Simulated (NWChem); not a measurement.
Program: NWChem. System: GeI, charge 0, spin multiplicity 2, at a geometry optimised with UPBE0/def2-SVP with def2 effective core potentials on I. The structure started from a generated list of species. Its SCF solution wasn't tested for a lower state. Level: UCAM-B3LYP/def2-SVP with def2 effective core potentials on I.

Job file:

```
start mol
memory heap 200 mb stack 900 mb global 1100 mb
geometry units angstroms nocenter noautoz
  Ge     0.000000     0.000000     1.579643
  I      0.000000     0.000000    -0.953747
  symmetry group C2v
end
basis spherical
  * library def2-svp
end
ecp
  I library def2-ecp
end
dft
  xc xcamb88 1.00 lyp 0.81 vwn_5 0.19 hfexch 1.00
  cam 0.33 cam_alpha 0.19 cam_beta 0.46
  odft
  mult 2
  direct
  iterations 100
end
task dft energy
```

NWChem printed:

```
             Northwest Computational Chemistry Package (NWChem) 7.3.0
             --------------------------------------------------------

                                NWChem Input Module
                                -------------------

 Scaling coordinates for geometry "geometry" by  1.889725989
 (inverse scale =  0.529177249)

 Turning off AUTOSYM since
 SYMMETRY directive was detected!

                             Geometry "geometry" -> ""
                             -------------------------

 Output coordinates in angstroms (scale by  1.889725989 to convert to a.u.)

  No.       Tag          Charge          X              Y              Z
 ---- ---------------- ---------- -------------- -------------- --------------
    1 Ge                  32.0000     0.00000000     0.00000000     1.57964300
    2 I                   53.0000     0.00000000     0.00000000    -0.95374700

 Effective nuclear repulsion energy (a.u.)     354.2623181995

            Nuclear Dipole moment (a.u.)
            ----------------------------
        X                 Y               Z
 ---------------- ---------------- ----------------
     0.0000000000     0.0000000000    -0.0000283459

      Symmetry information
      --------------------

 Group name             C2v
 Group number             16
 Group order               4
 No. of unique centers     2

      Symmetry unique atoms

     1    2


 Summary of "ao basis" -> "" (spherical)
 ------------------------------------------------------------------------------
       Tag                 Description            Shells   Functions and Types
 ---------------- ------------------------------  ------  ---------------------
 *                          def2-svp                  on all atoms

                                 NWChem DFT Module
                                 -----------------

 Summary of "ao basis" -> "ao basis" (spherical)
 ------------------------------------------------------------------------------
       Tag                 Description            Shells   Functions and Types
 ---------------- ------------------------------  ------  ---------------------
[...]
    46     -0.246948  2 I  px                 9     -0.241394  1 Ge px
    43     -0.176749  2 I  px                 6      0.078294  1 Ge px
    40      0.072185  2 I  px                57     -0.061400  2 I  d  1
    37      0.057551  2 I  px                52      0.044372  2 I  d  1

 Vector   31  Occ=0.000000D+00  E= 1.897801D-02  Symmetry=a1
              MO Center= -2.4D-15, -3.5D-16,  9.5D-01, r^2= 5.2D+00
   Bfn.  Coefficient  Atom+Function         Bfn.  Coefficient  Atom+Function
  ----- ------------  ---------------      ----- ------------  ---------------
    17      0.972291  1 Ge pz                48      0.764391  2 I  pz
    36      0.476234  2 I  s                  4     -0.386134  1 Ge s
    14      0.379789  1 Ge pz                45      0.269359  2 I  pz
    35      0.246473  2 I  s                  5     -0.222431  1 Ge s
    11     -0.212433  1 Ge pz                 3      0.168810  1 Ge s

   alpha - beta orbital overlaps
   -----------------------------

   alpha      1      2      3      4      5      6      7      8      9     10
    beta      1      2      3      4      5      6      7      8      9     10
 overlap   1.000  1.000  1.000  1.000  1.000  1.000  1.000  1.000  1.000  1.000

   alpha     11     12     13     14     15     16     17     18     19     20
    beta     11     12     13     14     15     16     17     18     19     20
 overlap   1.000  1.000  1.000  1.000  1.000  1.000  1.000  1.000  0.996  1.000

   alpha     21     22     23     24     25     26     27     28     29     30
    beta     21     23     22     24     25     26     28     27     30     29
 overlap   1.000  0.996  1.000  1.000  0.997  0.998  0.985  1.000  0.982  1.000

   alpha     31     32     33     34     35     36     37     38     39     40
    beta     31     32     33     36     34     35     38     37     39     40
 overlap   1.000  0.999  0.999  0.997  1.000  0.994  0.995  1.000  0.987  0.979

   alpha     41     42     43     44     45     46     47     48     49     50
    beta     41     42     43     44     45     46     47     48     49     51
 overlap   1.000  0.996  0.999  0.987  0.986  0.998  1.000  0.999  1.000  1.000

   alpha     51     52     53     54     55     56     57     58
    beta     50     52     53     54     55     56     57     58
 overlap   0.999  1.000  1.000  0.999  1.000  1.000  1.000  1.000

     --------------------------
     Expectation value of S2:
     --------------------------
      <S2> =      0.7533 (Exact =     0.7500)

 center of mass
 --------------
 x =   0.00000000 y =   0.00000000 z =  -0.04009260

 moments of inertia (a.u.)
 ------------------
        1070.596823984089           0.000000000000           0.000000000000
           0.000000000000        1070.596823984089           0.000000000000
           0.000000000000           0.000000000000           0.000000000000

     Multipole analysis of the density
     ---------------------------------

     L   x y z        total         alpha         beta         nuclear
     -   - - -        -----         -----         ----         -------
     0   0 0 0     -0.000000    -29.000000    -28.000000     57.000000

     1   1 0 0     -0.000000     -0.000000     -0.000000      0.000000
     1   0 1 0     -0.000000     -0.000000     -0.000000      0.000000
     1   0 0 1      0.575490    -26.305772    -23.583684     50.464945

     2   2 0 0    -34.545522    -19.928867    -14.616654      0.000000
     2   1 1 0     -0.000000     -0.000000      0.000000      0.000000
     2   1 0 1      0.000000     -0.000000      0.000000      0.000000
     2   0 2 0    -31.265010    -16.457355    -14.807655      0.000000
     2   0 1 1      0.000000      0.000000      0.000000      0.000000
     2   0 0 2    -31.167181   -204.176835   -193.344183    366.353837

 Task  times  cpu:        5.4s     wall:        5.4s

 Total times  cpu:        5.4s     wall:        5.4s
```
